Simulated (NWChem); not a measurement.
System: SrO; SMILES [O]=[Sr]

NWChem printed, in part:

```
             Northwest Computational Chemistry Package (NWChem) 7.3.0
             --------------------------------------------------------

                             Geometry "geometry" -> ""
                             -------------------------

 Output coordinates in angstroms (scale by  1.889725989 to convert to a.u.)

  No.       Tag          Charge          X              Y              Z
 ---- ---------------- ---------- -------------- -------------- --------------
    1 Sr                  38.0000     0.00000000     0.00000000    -0.30374300
    2 O                    8.0000     0.00000000     0.00000000     1.60858600

 Effective nuclear repulsion energy (a.u.)      84.1224934077

                                 NWChem DFT Module
                                 -----------------

 Summary of "ao basis" -> "ao basis" (spherical)
 ------------------------------------------------------------------------------
       Tag                 Description            Shells   Functions and Types
 ---------------- ------------------------------  ------  ---------------------
 Sr                        def2-tzvpp               14       40   6s4p3d1f
 O                         def2-tzvpp               11       31   5s3p2d1f

            General Information
            -------------------
          SCF calculation type: DFT
          Wavefunction type:  closed shell.
          No. of atoms     :     2
          No. of electrons :    18
           Alpha electrons :     9
            Beta electrons :     9
          Charge           :     0
          Spin multiplicity:     1
          Use of symmetry is: off; symmetry adaption is: off
          Maximum number of iterations: 150
          AO basis - number of functions:    71
                     number of shells:    25
          Convergence on energy requested:  1.00D-06
          Convergence on density requested:  1.00D-05
          Convergence on gradient requested:  5.00D-04

              XC Information
              --------------
                         PBE0 Method XC Functional
                     Hartree-Fock (Exact) Exchange  0.250
          PerdewBurkeErnzerhof Exchange Functional  0.750
            Perdew 1991 LDA Correlation Functional  1.000 local
           PerdewBurkeErnz. Correlation Functional  1.000 non-local

             Grid Information
             ----------------
          Grid used for XC integration:  medium
          Radial quadrature: Mura-Knowles
          Angular quadrature: Lebedev.
          Tag              B.-S. Rad. Rad. Pts. Rad. Cut. Ang. Pts.
          ---              ---------- --------- --------- ---------
          Sr                  2.00      123          11.0       590
          O                   0.60       49           9.0       434
          Grid pruning is: on
          Number of quadrature shells:   172
          Spatial weights used:  Erf1

      Superposition of Atomic Density Guess
      -------------------------------------

 Sum of atomic energies:        -109.64888741

      Non-variational initial energy
      ------------------------------

 Total energy =    -104.962328
 1-e energy   =    -196.411409
 2-e energy   =      69.311583
 HOMO         =      -0.437870
 LUMO         =      -0.153046

   convergence    iter        energy       DeltaE   RMS-Dens  Diis-err
 ---------------- ----- ----------------- --------- --------- ---------
 d= 0,ls=0.0,diis     1   -105.4740234280 -1.28D+02  4.69D-02  2.63D+00
 d= 0,ls=0.0,diis     2    -97.2820597282  8.19D+00  4.62D-02  1.96D+01
 d= 0,ls=0.0,diis     3   -105.6946789481 -8.41D+00  6.89D-03  1.08D+00
 d= 0,ls=0.0,diis     4   -105.8223195375 -1.28D-01  5.72D-03  2.21D-01
 d= 0,ls=0.0,diis     5   -105.8296901213 -7.37D-03  1.71D-03  1.77D-01
  Resetting Diis
 d= 0,ls=0.0,diis     6   -105.8474175948 -1.77D-02  4.45D-04  8.73D-03
 d= 0,ls=0.0,diis     7   -105.8483144817 -8.97D-04  5.31D-04  3.94D-04
 d= 0,ls=0.0,diis     8   -105.8478668522  4.48D-04  4.01D-04  4.68D-03
 d= 0,ls=0.0,diis     9   -105.8483610007 -4.94D-04  2.66D-05  4.99D-06
 d= 0,ls=0.0,diis    10   -105.8483617689 -7.68D-07  1.62D-05  3.66D-08
 d= 0,ls=0.0,diis    11   -105.8483618304 -6.15D-08  4.32D-06  3.01D-08

         Total DFT energy =     -105.848361830437
      One electron energy =     -200.272683484549
           Coulomb energy =       85.238398658235
    Exchange-Corr. energy =      -12.951575269315
 Nuclear repulsion energy =       22.137498265192

 Numeric. integr. density =       17.999999886489

                       DFT Final Molecular Orbital Analysis
                       ------------------------------------

 Vector    7  Occ=2.000000D+00  E=-1.813981D-01
              MO Center=  4.2D-10, -6.5D-11,  1.4D+00, r^2= 1.3D+00
   Bfn.  Coefficient  Atom+Function         Bfn.  Coefficient  Atom+Function
  ----- ------------  ---------------      ----- ------------  ---------------
    47     -0.300639  2 O  py                46      0.284382  2 O  px
    50     -0.253733  2 O  py                49      0.240012  2 O  px
    53     -0.216577  2 O  py                52      0.204866  2 O  px
    20     -0.115073  1 Sr d -1              22     -0.108851  1 Sr d  1
    25     -0.096038  1 Sr d -1              27     -0.090844  1 Sr d  1

 Vector    8  Occ=2.000000D+00  E=-1.813981D-01
              MO Center= -3.3D-09, -3.2D-09,  1.4D+00, r^2= 1.3D+00
   Bfn.  Coefficient  Atom+Function         Bfn.  Coefficient  Atom+Function
  ----- ------------  ---------------      ----- ------------  ---------------
    46      0.300639  2 O  px                47      0.284382  2 O  py
    49      0.253733  2 O  px                50      0.240012  2 O  py
    52      0.216577  2 O  px                53      0.204866  2 O  py
    22     -0.115073  1 Sr d  1              20      0.108851  1 Sr d -1
    27     -0.096038  1 Sr d  1              25      0.090844  1 Sr d -1

 Vector    9  Occ=2.000000D+00  E=-1.677447D-01
              MO Center=  4.5D-09,  5.1D-09,  1.1D+00, r^2= 2.2D+00
   Bfn.  Coefficient  Atom+Function         Bfn.  Coefficient  Atom+Function
  ----- ------------  ---------------      ----- ------------  ---------------
    48      0.419562  2 O  pz                51      0.363117  2 O  pz
    54      0.276341  2 O  pz                21     -0.234998  1 Sr d  0
     3      0.207112  1 Sr s                  5     -0.184340  1 Sr s
     9      0.134527  1 Sr pz                26     -0.134005  1 Sr d  0
    15      0.119599  1 Sr pz                 2     -0.102662  1 Sr s

 Vector   10  Occ=0.000000D+00  E=-6.296316D-02
              MO Center=  1.1D-08,  6.1D-09, -1.3D+00, r^2= 7.4D+00
   Bfn.  Coefficient  Atom+Function         Bfn.  Coefficient  Atom+Function
  ----- ------------  ---------------      ----- ------------  ---------------
     6      0.744292  1 Sr s                  5      0.274552  1 Sr s
    18     -0.254913  1 Sr pz                 3     -0.227165  1 Sr s
     4     -0.202003  1 Sr s                 15     -0.183733  1 Sr pz
     9      0.150227  1 Sr pz                 2      0.118773  1 Sr s
    21     -0.091421  1 Sr d  0              26     -0.085153  1 Sr d  0

 Vector   11  Occ=0.000000D+00  E=-7.637668D-03
              MO Center=  2.9D-08,  9.2D-09, -1.3D+00, r^2= 1.1D+01
   Bfn.  Coefficient  Atom+Function         Bfn.  Coefficient  Atom+Function
  ----- ------------  ---------------      ----- ------------  ---------------
    16      0.750242  1 Sr px                17     -0.369322  1 Sr py
    32      0.284890  1 Sr d  1               7     -0.157030  1 Sr px
    30      0.140243  1 Sr d -1              27      0.109243  1 Sr d  1
    13      0.100937  1 Sr px                22      0.079731  1 Sr d  1
     8      0.077301  1 Sr py                25      0.053777  1 Sr d -1

 Vector   12  Occ=0.000000D+00  E=-7.637668D-03
              MO Center=  2.3D-08,  2.6D-08, -1.3D+00, r^2= 1.1D+01
   Bfn.  Coefficient  Atom+Function         Bfn.  Coefficient  Atom+Function
  ----- ------------  ---------------      ----- ------------  ---------------
    17      0.750242  1 Sr py                16      0.369322  1 Sr px
    30     -0.284890  1 Sr d -1               8     -0.157030  1 Sr py
    32      0.140243  1 Sr d  1              25     -0.109243  1 Sr d -1
    14      0.100937  1 Sr py                20     -0.079731  1 Sr d -1
     7     -0.077301  1 Sr px                27      0.053777  1 Sr d  1

     Multipole analysis of the density
     ---------------------------------

     L   x y z        total         alpha         beta         nuclear
     -   - - -        -----         -----         ----         -------
     0   0 0 0      0.000000     -9.000000     -9.000000     18.000000

     1   1 0 0      0.000000      0.000000      0.000000      0.000000
     1   0 1 0      0.000000      0.000000      0.000000      0.000000
     1   0 0 1     -3.463412    -11.020898    -11.020898     18.578384

     2   2 0 0    -15.606210     -7.803105     -7.803105      0.000000
     2   1 1 0     -0.000000     -0.000000     -0.000000      0.000000
     2   1 0 1     -0.000000     -0.000000     -0.000000      0.000000
     2   0 2 0    -15.606210     -7.803105     -7.803105      0.000000
     2   0 1 1     -0.000000     -0.000000     -0.000000      0.000000
     2   0 0 2    -27.517124    -52.367105    -52.367105     77.217086

                                 NWChem DFT Module
                                 -----------------

            General Information
            -------------------
          SCF calculation type: DFT
          Wavefunction type:  spin polarized.
          No. of atoms     :     2
          No. of electrons :    17
           Alpha electrons :     9
            Beta electrons :     8
          Charge           :     1
          Spin multiplicity:     2
          Use of symmetry is: off; symmetry adaption is: off
          Maximum number of iterations: 150
          AO basis - number of functions:    71
                     number of shells:    25
          Convergence on energy requested:  1.00D-06
          Convergence on density requested:  1.00D-05
          Convergence on gradient requested:  5.00D-04

              XC Information
              --------------
                         PBE0 Method XC Functional
                     Hartree-Fock (Exact) Exchange  0.250
          PerdewBurkeErnzerhof Exchange Functional  0.750
            Perdew 1991 LDA Correlation Functional  1.000 local
           PerdewBurkeErnz. Correlation Functional  1.000 non-local

             Grid Information
             ----------------
          Grid used for XC integration:  medium
          Radial quadrature: Mura-Knowles
          Angular quadrature: Lebedev.
          Tag              B.-S. Rad. Rad. Pts. Rad. Cut. Ang. Pts.
          ---              ---------- --------- --------- ---------
          Sr                  2.00      123          11.0       590
          O                   0.60       49           9.0       434
          Grid pruning is: on
          Number of quadrature shells:   172
          Spatial weights used:  Erf1

      Superposition of Atomic Density Guess
      -------------------------------------

 Sum of atomic energies:        -109.64888741

 Renormalizing density from      18.00 to     17

      Non-variational initial energy
      ------------------------------

 Total energy =    -101.537945
 1-e energy   =    -185.499664
 2-e energy   =      61.824221
 HOMO         =      -0.912305
 LUMO         =      -0.370460

[...]
```

Level: PBE0/def2-TZVPP with def2 effective core potentials on Sr, vertical spin-unrestricted ions. All runs use the structure optimised with PBE0-D3(BJ)/def2-TZVP. def2 effective core potentials on Sr; no spin-orbit coupling.

Reconstruct the input file.

One answer among several that fit: the input that was run:
```
start job
memory heap 200 mb stack 900 mb global 1100 mb
geometry units angstroms noautosym nocenter noautoz
  Sr     0.000000     0.000000    -0.303743
  O      0.000000     0.000000     1.608586
end
basis spherical
  * library def2-tzvpp
end
ecp
  Sr library def2-ecp
end
dft
  xc pbe0
  iterations 150
  vectors input atomic output neutral.movecs
end
task dft energy
charge 1
dft
  odft
  mult 2
  vectors input atomic output cation.movecs
end
task dft energy
```
